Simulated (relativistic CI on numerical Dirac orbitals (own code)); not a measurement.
## Transition arrays of Lu26+

Method of calculation: Dirac-Coulomb-Breit CI, orbitals from a KLI potential per configuration, model QED (radiative potential, 1s self-energy scaled to tabulated hydrogen-like ionisation energies), valence Slater integrals scaled by 0.9, whole transition arrays (own radial code, finite nucleus).

Configuration list (outside the closed core [Ar] 3d10 4s2): 4p6.4d9, 4p6.4d8.4f, 4p5.4d10, 4p6.4d8.5p, 4p6.4d8.5f. Levels of other configurations are missing.

All E1 lines from the levels of 4p6.4d9; mean and standard deviation are weighted by gf, and upper levels are sorted by their leading configuration.

```tsv
Upper configuration	Lines	Σgf	Mean (eV)	Mean (nm)	σ (eV)	Strongest line (nm)
4p6.4d8.4f	81	60.7	229.60	5.400	5.79	5.356
4p5.4d10	3	4.8	243.01	5.102	18.92	5.009
4p6.4d8.5p	60	8.6	371.22	3.340	6.47	3.388
4p6.4d8.5f	81	19.2	524.81	2.362	6.30	2.384
```

Σgf per state of the lower configuration in bins of 0.1 nm over the central range (centre: value): 2.35: 1.87, 3.25: 0.06, 3.35: 0.63, 3.45: 0.16, 5.05: 0.46, 5.35: 5.14, 5.45: 0.79.

Problem. How do configuration mixing and the scaling of the Slater integrals move the arrays?

Solution. Slater scale 0.9, no configuration mixing: 4p6.4d8.4f 228.1 ± 6.8 eV (Σgf 59.2), 4p5.4d10 196.7 ± 25.9 eV (Σgf 4.2), 4p6.4d8.5p 371.5 ± 6.4 eV (Σgf 9.8), 4p6.4d8.5f 524.8 ± 6.3 eV (Σgf 19.4); Slater scale 1: 4p6.4d8.4f 234.0 ± 5.8 eV (Σgf 61.9), 4p5.4d10 246.9 ± 18.9 eV (Σgf 5.0), 4p6.4d8.5p 371.3 ± 6.6 eV (Σgf 8.5), 4p6.4d8.5f 524.9 ± 6.4 eV (Σgf 19.2); Slater scale 0.8: 4p6.4d8.4f 225.2 ± 5.7 eV (Σgf 59.6), 4p5.4d10 239.2 ± 19.0 eV (Σgf 4.6), 4p6.4d8.5p 371.1 ± 6.4 eV (Σgf 8.8), 4p6.4d8.5f 524.7 ± 6.2 eV (Σgf 19.2). With mixing, levels are counted to their leading configuration, so an array can shrink or vanish into another, and the sums then hold other lines.
